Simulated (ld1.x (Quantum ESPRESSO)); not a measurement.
# u(r) = r·R(r): atom against pseudo-atom (silicon)

Columns: radius, all-electron u(r) and pseudo u(r) of the 3p shell (level -11.75 eV) of silicon in the configuration [Ne] 3s2 3p1; LDA (PZ), scalar-relativistic, TM scheme, ld1.x (Quantum ESPRESSO) 7.5.

```json
{"r (bohr)": "0.108", "all-electron": "0.1305", "pseudo": "-0.0050"}
{"r (bohr)": "0.215", "all-electron": "0.2622", "pseudo": "-0.0199"}
{"r (bohr)": "0.322", "all-electron": "0.3002", "pseudo": "-0.0441"}
{"r (bohr)": "0.430", "all-electron": "0.2617", "pseudo": "-0.0774"}
{"r (bohr)": "0.538", "all-electron": "0.1772", "pseudo": "-0.1188"}
{"r (bohr)": "0.645", "all-electron": "0.0715", "pseudo": "-0.1665"}
{"r (bohr)": "0.752", "all-electron": "-0.0410", "pseudo": "-0.2197"}
{"r (bohr)": "0.860", "all-electron": "-0.1520", "pseudo": "-0.2772"}
{"r (bohr)": "0.968", "all-electron": "-0.2549", "pseudo": "-0.3367"}
{"r (bohr)": "1.075", "all-electron": "-0.3462", "pseudo": "-0.3958"}
{"r (bohr)": "1.182", "all-electron": "-0.4256", "pseudo": "-0.4529"}
{"r (bohr)": "1.290", "all-electron": "-0.4933", "pseudo": "-0.5065"}
{"r (bohr)": "1.398", "all-electron": "-0.5490", "pseudo": "-0.5543"}
{"r (bohr)": "1.505", "all-electron": "-0.5929", "pseudo": "-0.5945"}
{"r (bohr)": "1.612", "all-electron": "-0.6264", "pseudo": "-0.6266"}
{"r (bohr)": "1.720", "all-electron": "-0.6506", "pseudo": "-0.6505"}
{"r (bohr)": "1.828", "all-electron": "-0.6663", "pseudo": "-0.6662"}
{"r (bohr)": "1.935", "all-electron": "-0.6744", "pseudo": "-0.6743"}
{"r (bohr)": "2.042", "all-electron": "-0.6759", "pseudo": "-0.6759"}
{"r (bohr)": "2.150", "all-electron": "-0.6719", "pseudo": "-0.6719"}
{"r (bohr)": "2.258", "all-electron": "-0.6631", "pseudo": "-0.6631"}
{"r (bohr)": "2.365", "all-electron": "-0.6506", "pseudo": "-0.6506"}
{"r (bohr)": "2.472", "all-electron": "-0.6347", "pseudo": "-0.6347"}
{"r (bohr)": "2.580", "all-electron": "-0.6162", "pseudo": "-0.6162"}
{"r (bohr)": "2.688", "all-electron": "-0.5956", "pseudo": "-0.5956"}
{"r (bohr)": "2.795", "all-electron": "-0.5737", "pseudo": "-0.5737"}
```

Task: How many radial nodes do the two functions have?

Result: The all-electron 3p function has n − l − 1 = 1; the pseudo-wave has 0, since the states of the same l below it are removed with the core.

Task: Is the pseudo-wave norm-conserving?

Result: Yes: the TM scheme keeps the norm inside the radius equal to the all-electron one, which fixes the energy derivative of the logarithmic derivative at the level.
